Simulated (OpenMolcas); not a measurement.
## Ag³⁺: effect of correlating more closed shells

```json
{
 "Program": "OpenMolcas 26.06",
 "Basis": "ANO-RCC-VQZP [8s7p5d3f2g1h]",
 "Scalar Hamiltonian": "DKH2, point nucleus",
 "Active space": "8 electrons in 10 orbitals (4d 5d)",
 "State averaging": "2S+1 = 3 even, 10 roots; 2S+1 = 1 even, 15 roots",
 "Spin-orbit coupling": "RASSI with atomic mean-field integrals over the reference wave functions, term energies averaged over their components"
}
```

Methods on the same reference wave functions:
A. CASSCF
B. SS-CASPT2, IPEA 0.25 Eh, imaginary shift 0.1 Eh (closed shells correlated: none)
C. SS-CASPT2, IPEA 0.25 Eh, imaginary shift 0.1 Eh (closed shells correlated: 4s 4p)

Energies in eV above 4d⁸ ³F₄, the measured ground level; measured values from the list in Gamrath, thesis, University of Mons (2023).

```
  Level       A       B       C  Measured
4d⁸ ³F₄  0.0000  0.0000  0.0000    0.0000
4d⁸ ³F₃  0.5014   0.503   0.504    0.5173
4d⁸ ³F₂  0.7465   0.724   0.706    0.7228
4d⁸ ³P₁  2.4122   2.050   2.037    1.9713
4d⁸ ³P₀  2.4475   2.076   2.061    1.9952
4d⁸ ¹G₄  2.9658   2.758   2.620    2.5504
4d⁸ ¹S₀  6.8437   6.065   5.977    5.8444
```

Deviations, from unrounded energies. A percentage is the sum of absolute deviations over the sum of measured energies, with the sign that they share, or ± where signs differ.

| Against measurement | Levels | A | B | C |
| --- | --- | --- | --- | --- |
| mean absolute deviation (cm-1) | 6 | 3200 | 810 | 490 |
| fine structure of the ground term (%) | 2 | ±3.2 | ±1.2 | -2.4 |
| other terms of the ground configuration (%) | 4 | +18.7 | +4.8 | +2.7 |

C lies closest to measurement on these levels and A furthest from it. The largest miss of C in the table is 4d⁸ ¹S₀, by +1100 cm-1. The ranking rests on the paired levels alone, and a cruder setting can come out closer through cancelling errors.

Between B and C the level of the table that moves most is 4d⁸ ¹G₄, by 1100 cm-1 (lowest in C, highest in B). Moves below CASPT2's spread within the term are not significant.

The mean deviations of B to C differ by less than CASPT2's widest spread within a term (650 cm-1), so their order carries little weight.

From A to B the spin-free energies of the other terms of 4d⁸ shown, above ³F, scale by factors of 0.81 to 0.92, as is usual when dynamic correlation screens the repulsion within a d or f shell.

The lowest spin-free term lies below A's lowest term by 0.148 hartree in B, 0.458 hartree in C.

What an inner shell adds also hangs on whether the basis holds functions to correlate it.

CASPT2 breaks the degeneracy within a term, and the mean is taken; among the terms shown or strongly mixed into the levels shown the widest spread is 650 cm-1 (4d⁸ ¹G, C). Active for correlation alone: 5d; no level in the range computed is led by a configuration that fills it, so any true level of that kind is missing. Without dynamic correlation excited terms often stand tens of per cent too high (terms of higher spin than the ground term too low), and those without a measured partner can miss by more than the paired ones (holds for A). Measured partners are found by configuration, term and J. A level has none where our copy of the source lacks it or the pairing is in doubt (some pairs that miss far off the trend of their configuration count as doubtful), and it then counts in no deviation. Levels of configurations outside the active space are missing. The table leaves out levels that lie high or whose names do not pair safely across all columns.
